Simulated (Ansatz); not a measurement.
One change: `CC(C)[O][Cd][NH2]` becomes `CC(C)OBS`.

Ansatz, PBE0-D4/def2-TZVP geometries, multiplicity 1. Each molecule was computed in one conformer, which needn't be the lowest.

Elements past krypton have def2 core potentials.

| property | `CC(C)[O][Cd][NH2]` |
| --- | --- |
| HOMO energy (ωB97M-V/def2-TZVPP) / eV | -9.41 |
| HOMO–LUMO gap (ωB97M-V/def2-TZVPP) / eV | 10.22 |
| size of the dipole moment (PBE/def2-TZVPP) / D | 0.66 |
| size of the dipole moment (ωB97M-V/def2-TZVPP) / D | 0.72 |
| HOMO–LUMO gap (PBE0/def2-TZVPP) / eV | 6.25 |
| size of the dipole moment (B3LYP/def2-TZVPP) / D | 0.71 |

Task: Give the same properties after the change, and the shifts. (Estimate.)

Result: The calculation gave: 
```json
{"property": "HOMO energy (ωB97M-V/def2-TZVPP) / eV", "`CC(C)OBS`": "-9.66", "shift": "-0.25"}
{"property": "HOMO–LUMO gap (ωB97M-V/def2-TZVPP) / eV", "`CC(C)OBS`": "11.60", "shift": "1.38"}
{"property": "size of the dipole moment (PBE/def2-TZVPP) / D", "`CC(C)OBS`": "2.30", "shift": "1.64"}
{"property": "size of the dipole moment (ωB97M-V/def2-TZVPP) / D", "`CC(C)OBS`": "2.35", "shift": "1.63"}
{"property": "HOMO–LUMO gap (PBE0/def2-TZVPP) / eV", "`CC(C)OBS`": "7.53", "shift": "1.28"}
{"property": "size of the dipole moment (B3LYP/def2-TZVPP) / D", "`CC(C)OBS`": "2.32", "shift": "1.61"}
```

With PBE0 the HOMO falls by 0.43 eV and the LUMO rises by 0.84 eV, so the gap widens by about 1.27 eV. PBE moves the HOMO by -0.68 eV and ωB97M-V by -0.25 eV. Dipoles are sizes alone; their direction can turn.

B3LYP here is the variant with VWN-RPA as its local correlation; programs differ in this.
